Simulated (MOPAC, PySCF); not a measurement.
[Hf(H)3(SH)], neutral singlet in the gas phase. 

Z-matrix (Å, degrees):
```
Hf
H 1 1.8533
H 1 1.8534 2 108.69
H 1 1.8581 2 110.86 3 122.22
S 1 2.4203 2 108.93 3 -118.65
H 5 1.3752 1 84.93 2 -120.30
```
Charge 0, multiplicity 1.

All levels are single points at this geometry (BP86-D3(BJ)/def2-SVP); Pople sets use spherical d functions. Orbital energies aren't observables, and empty levels follow the basis.

```tsv
level	HOMO (eV)	LUMO (eV)	gap (eV)	dipole (D)	vertical IE, Delta-SCF (eV)
B3LYP-D3(BJ)/def2-TZVP in PySCF	-7.90	-2.32	5.57	0.76	–
TPSSh-D3(BJ)/def2-TZVP in PySCF	-7.53	-2.51	5.03	0.78	–
BP86/6-31G* (LANL2DZ on Hf) in PySCF	-7.22	-3.57	3.66	0.96	–
PBE/6-31G* (LANL2DZ on Hf) in PySCF	-7.11	-3.43	3.68	0.97	–
SVWN5/6-31G* (LANL2DZ on Hf) in PySCF	-7.19	-3.68	3.51	1.03	–
PM7 in MOPAC	-9.67	-0.76	8.91	1.52	–
```
